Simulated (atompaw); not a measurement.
# LDA (PW92) PAW (atompaw) dataset for nitrogen, scalar-relativistic all-electron reference.

N, PAW, made with atompaw 4.2.0.5 (LDA (PW92), scalar-relativistic). Core [He], reference 2s2 2p2.75 (charge +0.25). Waves: 2s (bound): rc 1.20 bohr; 2s channel at -1.25 Ry: rc 1.20 bohr; 2p (bound): rc 1.20 bohr; 2p channel at 2.1 Ry: rc 1.20 bohr; 3d channel at 0.4 Ry: rc 1.20 bohr. Local part: troulliermartins scheme with l = 3 at 0 Ry, radius 0.95 bohr. Core correction: smooth core density matched at 0.75 bohr. Augmentation charge: gaussian compensation charge, radius 1.10 bohr; PAW radius 1.20 bohr; waves and projectors: custom polynom2 7 10 vanderbiltortho.

All-electron outer shells of the reference configuration (LDA (PW92), scalar-relativistic, ld1.x):

```json
{"shell": "1s", "level (eV)": "-385.22", "outermost node (bohr)": "–", "outermost maximum (bohr)": "0.15"}
{"shell": "2s", "level (eV)": "-21.57", "outermost node (bohr)": "0.32", "outermost maximum (bohr)": "1.02"}
{"shell": "2p", "level (eV)": "-10.29", "outermost node (bohr)": "–", "outermost maximum (bohr)": "0.96"}
```

Results:

- Cutoffs needed: 30 Ry and 230 Ry (the cutoffs (Ry, on a coarse ladder) from which the occupation-weighted sum of valence levels, in a spherical-Bessel basis at the reference potential, stays within 10 and 1 mRy of its value at 400 Ry)
- Ghost test: no extra level below or beside the all-electron valence levels (s, p, d, f tested) (spherical-Bessel basis up to 400 Ry, 20 bohr box)
- Lowest eigenvalue of the overlap operator: 0.35 (s channel)
- Overlap eigenvalues printed by atompaw (projector basis): 0.366, 0.595, 376, 1.7e+04, 3.87e+04
- Share of each valence orbital outside the PAW sphere: 2s 50 %, 2p 53 %

Generation and tests took about 0.58 s on one core of a shared server CPU.
